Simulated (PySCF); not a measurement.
# J couplings in C7H7FO

Geometry (Å), atoms numbered from 1 in this order:
```xyz
16

C     2.9028    0.4232    0.2267
O     1.9265   -0.4002   -0.3425
C     0.6271   -0.1361   -0.0877
C    -0.3067   -0.9960   -0.6836
C    -1.6665   -0.8076   -0.4836
C    -2.0989    0.2459    0.3174
F    -3.4079    0.4257    0.5090
C    -1.1930    1.1064    0.9156
C     0.1761    0.9175    0.7145
H     2.8666    0.4039    1.3308
H     2.8073    1.4708   -0.1113
H     3.8749    0.0339   -0.1014
H     0.0648   -1.8121   -1.3056
H    -2.4041   -1.4692   -0.9413
H    -1.5616    1.9235    1.5385
H     0.8787    1.6018    1.1903
```

Couplings: B3LYP/pcJ-1 (spin–dipole term only in couplings to heteroatoms) in PySCF, geometry PBE0-D3(BJ)/def2-SVP; gas phase, one conformer, non-relativistic. Couplings are averaged over pairs made equivalent by symmetry, fast rotation or ring inversion, so a value needn't be that of the named pair in this geometry, while other rotamers aren't included; one pair stands for each set, and the list holds those of at least 1.5 Hz over up to four bonds, among pairs with at least one F or H atom (others weren't computed). One-bond C–F couplings come out tens of Hz too large with common functionals.

Isotopes: $^{13}$C, $^{19}$F, $^{1}$H, $^{17}$O. Couplings to quadrupolar nuclei such as 17O and 33S are rarely resolved in practice.

```
    pair  bonds  J (Hz)
 C1, H10      1   148.2
 C4, H13      1   168.2
 C5, H14      1   169.1
  C6, F7      1  -306.5
 O2, H10      2    -6.7
 C3, H13      2    -2.7
  C5, F7      2       ?
 C6, H14      2    -4.9
H10, H11      2       ?
 O2, H13      3    -2.2
 C3, H10      3     4.8
 C3, H14      3     9.6
  C4, F7      3     4.7
 C4, H16      3       ?
 C5, H15      3       ?
 C6, H13      3       ?
 F7, H14      3     8.1
H13, H14      3       ?
  C3, F7      4     4.6
 F7, H13      4     3.8
H13, H16      4     3.0
H14, H15      4       ?
```

Q: Estimate the withheld couplings, with signs.

A: 
- $^{2}J$(C5,F7) = 20.8 Hz (angle at C6 119°)
- $^{2}J$(H10,H11) = -11.5 Hz (mean over equivalent pairs that range from -12.6 to -9.4 Hz in this conformer)
- $^{3}J$(C4,H16) = 6.2 Hz (dihedral angle 180°)
- $^{3}J$(C5,H15) = 5.2 Hz (dihedral angle 180°)
- $^{3}J$(C6,H13) = 10.9 Hz (dihedral angle 180°)
- $^{3}J$(H13,H14) = 10.1 Hz (dihedral angle 0°)
- $^{4}J$(H14,H15) = 2.9 Hz
